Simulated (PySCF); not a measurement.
C2Cl2O2Pt, charge +1, doublet, geometry from GFN2-xTB of the parent state (such geometries of metal compounds can be far from the true shape) (the multiplicity is a formal guess) (core potentials on Pt); DF-M062X/def2-SVP run with PySCF.

Here is a job for PySCF.
```python
from pyscf import gto, scf, dft

mol = gto.Mole()
mol.atom = '''
    Pt    0.064803   -0.014528    0.171957
    Cl    1.692558   -0.777757   -1.542031
    Cl   -2.242496    0.901044    0.082766
    O     1.278530    2.773399    0.230860
    C     0.843692    1.706942    0.279639
    O    -0.964771   -2.843739    0.601703
    C    -0.546326   -1.773607    0.509425
'''
mol.basis = 'def2-svp'
mol.ecp = {'Pt': 'def2-svp'}
mol.charge = 1
mol.spin = 1
mol.verbose = 5
mol.build()

mf = dft.UKS(mol)
mf.xc = 'm062x'
mf = mf.density_fit(auxbasis='def2-universal-jkfit')
mf.kernel()
```

The log (banner, timings and long lists left out):

```
PySCF version 2.14.0

[INPUT] verbose = 5
[INPUT] max_memory = 4000
[INPUT] num. atoms = 7
[INPUT] num. electrons = 79
[INPUT] charge = 1
[INPUT] spin (= nelec alpha-beta = 2S) = 1
[INPUT] symmetry False subgroup None
[INPUT] Mole.unit = angstrom
[INPUT] Symbol           X                Y                Z      unit          X                Y                Z       unit  Magmom
[...]
[INPUT] ---------------- BASIS SET ----------------
[INPUT] l, kappa, [nprim/nctr], expnt,             c_1 c_2 ...
[INPUT] Pt
[...]
                                13.89244          0.91402161377
[...]
                                7.2               -0.95441807252
                                1.5588402917      0.5714049032
                                0.7323040218      0.49508234268
[...]
                                2.1980241252      0.21158360681
                                0.93629991261     0.46533857641
                                0.3716002816      0.41129165525
[...]
[INPUT] C
[...]
                                186.29004992      0.040638409211
                                42.251176346      0.18025593888
                                11.676557932      0.46315121755
                                3.5930506482      0.44087173314
[...]
                                2.0103545142      0.21117025112
                                0.54771004707     0.51328172114
[...]
[INPUT] O
[...]
                                340.87010191      -0.03989003923
                                77.363135167      -0.17853911985
                                21.47964494       -0.46427684959
                                6.6589433124      -0.44309745172
[...]
                                3.863550544       0.23094120765
                                1.0480920883      0.51375311064
[...]
[INPUT] Cl
[...]
                                1571.7365221      0.014754727977
                                357.12065523      0.066679112875
                                100.25185935      0.17228924084
                                30.812727554      0.158837861
[...]
                                5.7045760975      0.60841752753
                                2.3508376809      0.54352153355
[...]
                                72.102015515      -0.063563355471
                                22.532680262      -0.24016428276
                                7.8991765444      -0.47798866557
                                2.8767268321      -0.38515850005
[...]
[...]
  3.43825673e+00  3.53831377e+00  5.08030685e+01  2.82225836e+02]
  beta  mo_energy =
[-1.02857151e+02 -1.02857120e+02 -1.99846966e+01 -1.99846913e+01
 -1.09448952e+01 -1.09448870e+01 -1.00232317e+01 -1.00232028e+01
 -7.74736815e+00 -7.74734252e+00 -7.74214314e+00 -7.74211273e+00
 -7.74128835e+00 -7.74126224e+00 -4.42265198e+00 -2.65253151e+00
 -2.62687662e+00 -2.60190357e+00 -1.49285635e+00 -1.49259610e+00
 -1.08357486e+00 -1.07716393e+00 -9.68231411e-01 -8.90596531e-01
 -8.47457624e-01 -7.96951123e-01 -7.95289031e-01 -7.76258291e-01
 -7.75845642e-01 -7.60317304e-01 -6.89128188e-01 -6.88875662e-01
 -6.56986361e-01 -6.51747079e-01 -6.21406399e-01 -5.79747375e-01
 -5.67311179e-01 -5.63494576e-01 -5.48465332e-01 -3.99815053e-01
 -3.39245152e-01 -2.46117911e-01 -2.43805316e-01 -1.93637361e-01
 -1.88962731e-01 -1.04642217e-01 -8.43360743e-02 -6.57840256e-02
 -5.90171186e-02 -5.57065078e-02  1.68392096e-01  1.73513352e-01
  1.74746245e-01  1.96399417e-01  2.47679712e-01  2.49645633e-01
  2.50060205e-01  2.98473302e-01  3.38394674e-01  3.76209045e-01
  3.81220537e-01  4.04131709e-01  4.22242007e-01  4.68567526e-01
  5.03697202e-01  5.10227848e-01  5.43472078e-01  5.60730798e-01
  6.04231731e-01  6.56635510e-01  6.57421313e-01  6.59331904e-01
  6.60751118e-01  6.67642588e-01  6.83232151e-01  6.84170860e-01
  7.03336291e-01  7.11933965e-01  7.14317694e-01  7.64196570e-01
  7.83654175e-01  8.22129039e-01  8.27102563e-01  8.59681809e-01
  8.69999515e-01  8.90693380e-01  8.94797525e-01  9.61030234e-01
  9.66152288e-01  9.67997529e-01  9.89435577e-01  1.11222501e+00
  1.15399003e+00  1.16449287e+00  1.17188570e+00  1.23862388e+00
  1.33559300e+00  1.34169493e+00  1.35043357e+00  1.39371738e+00
  1.42675089e+00  1.43407714e+00  1.44048365e+00  1.45716574e+00
  1.47333864e+00  1.57531839e+00  1.64035908e+00  1.69571721e+00
  1.72298915e+00  2.16850289e+00  2.38762360e+00  2.43498550e+00
  2.43499612e+00  2.43604404e+00  2.43636109e+00  2.72760578e+00
  2.95929783e+00  3.00494531e+00  3.00825599e+00  3.01133559e+00
  3.43842190e+00  3.53855811e+00  5.07997033e+01  2.82229032e+02]
multiplicity <S^2> = 0.79976155  2S+1 = 2.0491574
nelec by numeric integration = [39.99999992 38.99999957]
E1 = -2723.604438586353  E2 = 979.1302530770639  Ecoul = 1074.4302418450106  Exc = -95.29998876794673
Extra cycle  E= -1265.38596726891  delta_E= -4.52e-10  |g|= 9.25e-06  |ddm|= 4.58e-05
converged SCF energy = -1265.38596726891  <S^2> = 0.79976155  2S+1 = 2.0491574
```
